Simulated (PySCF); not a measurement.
C3H7Al.
Bonds: Al1–C2, C2–C3, C3–C4, C2–C4. Hydrogens: H5, H6 on Al1; H7 on C2; H8, H9 on C3; H10, H11 on C4.

Computed by this run: PBE0-D3(BJ)/def2-SVP geometry optimisation, gas phase (PySCF 2.14.0); density fitting, grid level 1; the optimiser is geomeTRIC in internal coordinates, started from a GFN2-xTB structure with every atom displaced at random (about 0.01 Å).

The end geometry, which sets the zero of energy:
```
atom  x, y, z in Å
Al1     1.8702    0.0021    0.2842
C2     -0.0220   -0.3277    0.5273
C3     -0.9139   -0.5403   -0.6896
C4     -1.0414    0.7165    0.0884
H5      2.3053    0.8281   -1.0096
H6      2.9667   -0.5193    1.3147
H7     -0.3382   -0.9032    1.4061
H8     -1.7102   -1.2852   -0.6032
H9     -0.4672   -0.4901   -1.6885
H10    -1.9256    0.8469    0.7193
H11    -0.6844    1.6475   -0.3645
```

**Question.** These geometries come from the run, each turned onto the end geometry. Order them by energy, lowest first.
A.
```
atom  x, y, z in Å
Al1     1.8240   -0.0191    0.2864
C2     -0.1017   -0.4073    0.6397
C3     -0.8816   -0.5548   -0.6734
C4     -0.9554    0.7089    0.1051
H5      2.0707    0.8247   -1.0168
H6      3.0318   -0.3942    1.1243
H7     -0.5269   -0.9580    1.4717
H8     -1.6857   -1.2257   -0.7081
H9     -0.2975   -0.5012   -1.5712
H10    -1.9217    0.9163    0.6244
H11    -0.5166    1.5855   -0.2974
```
B.
```
atom  x, y, z in Å
Al1     1.8539   -0.0271    0.3102
C2     -0.0477   -0.3535    0.5673
C3     -0.8993   -0.5324   -0.6903
C4     -1.0200    0.7167    0.0895
H5      2.1604    0.8062   -1.0147
H6      3.0704   -0.4721    1.2629
H7     -0.4024   -0.9203    1.4408
H8     -1.7267   -1.2609   -0.6588
H9     -0.3871   -0.4932   -1.6550
H10    -1.9316    0.8603    0.6774
H11    -0.6307    1.6515   -0.3448
```
C.
```
atom  x, y, z in Å
Al1     1.8453   -0.0038    0.2834
C2     -0.0401   -0.3450    0.5555
C3     -0.9053   -0.5390   -0.6866
C4     -1.0300    0.7150    0.0930
H5      2.2717    0.8153   -1.0199
H6      2.9959   -0.4883    1.2750
H7     -0.3780   -0.9135    1.4300
H8     -1.7148   -1.2745   -0.6333
H9     -0.4196   -0.4904   -1.6674
H10    -1.9290    0.8523    0.7016
H11    -0.6568    1.6471   -0.3468
```

**Answer.** C (0.007 eV), B (0.023 eV), A (0.243 eV).

In the order of the answer:

```tsv
step	E above end (eV)	largest force (eV/Å)	rms force component (eV/Å)	rms distance from end (Å)	rms bond change (Å)	bond most changed (Å)
2	0.007	0.15	0.048	0.036	0.001	C2–C3 +0.002
1	0.023	0.37	0.123	0.077	0.007	Al1–H6 +0.015
0	0.243	2.33	0.819	0.165	0.037	Al1–H6 -0.075
```

The cost below is that of the whole optimisation. Time: 28 s of wall time; peak memory 0.40 GiB. Hardware: one thread of an Arm Neoverse N1, no GPU (shared host).
